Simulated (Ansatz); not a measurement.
Ge₃Te₃. Total charge 0; singlet. Geometry r2SCAN-D4/def2-SVP.

```xyz
6

Ge    1.3957    0.3743    0.4552
Ge    0.0925   -1.9164    0.6477
Ge   -0.4654   -0.3425   -1.4006
Te   -1.7632   -0.5340    1.9744
Te   -1.0558    1.6425    0.4243
Te    1.7962    0.7761   -2.1010
```

In the def2 sets Te takes a core potential; there is no spin–orbit coupling. LC-ωPBE has ω = 0.4 bohr⁻¹. HSE06 is defined as in plane-wave codes, on full-range PBE exchange. The restricted singlet is unstable towards broken spin symmetry in Hartree–Fock (as tested in another run); at PBE-D4/def2-TZVP, r2SCAN-D4/def2-TZVP, PBE0-D4/def2-TZVP, HSE06-D4/def2-TZVP and others this wasn't settled. The structure comes from a short search, and lower isomers may exist.

(1) Estimate the orbital energies around the gap (eV) in Ansatz with PBE-D4/def2-TZVP, r2SCAN-D4/def2-TZVP, PBE0-D4/def2-TZVP, HSE06-D4/def2-TZVP, LC-ωPBE/def2-TZVP.

Answers

(1) 
```
orbital  PBE-D4/def2-TZVP  r2SCAN-D4/def2-TZVP  PBE0-D4/def2-TZVP  HSE06-D4/def2-TZVP  LC-ωPBE/def2-TZVP
 HOMO−5             -6.52                -6.82              -7.43               -7.06              -9.67
 HOMO−4             -6.47                -6.76              -7.36               -6.99              -9.52
 HOMO−3             -6.19                -6.47              -7.10               -6.73              -9.37
 HOMO−2             -5.88                -6.15              -6.80               -6.43              -9.06
 HOMO−1             -5.73                -5.99              -6.58               -6.22              -8.74
   HOMO             -5.06                -5.29              -5.93               -5.56              -8.15
   LUMO             -3.69                -3.77              -3.23               -3.57              -1.71
 LUMO+1             -3.56                -3.55              -2.89               -3.26              -0.94
 LUMO+2             -2.53                -2.44              -1.89               -2.25              -0.04
 LUMO+3             -2.15                -2.09              -1.47               -1.84               0.43
 LUMO+4             -1.44                -1.25              -0.74               -1.10               1.15
 LUMO+5             -1.30                -1.12              -0.63               -0.99               1.22
```
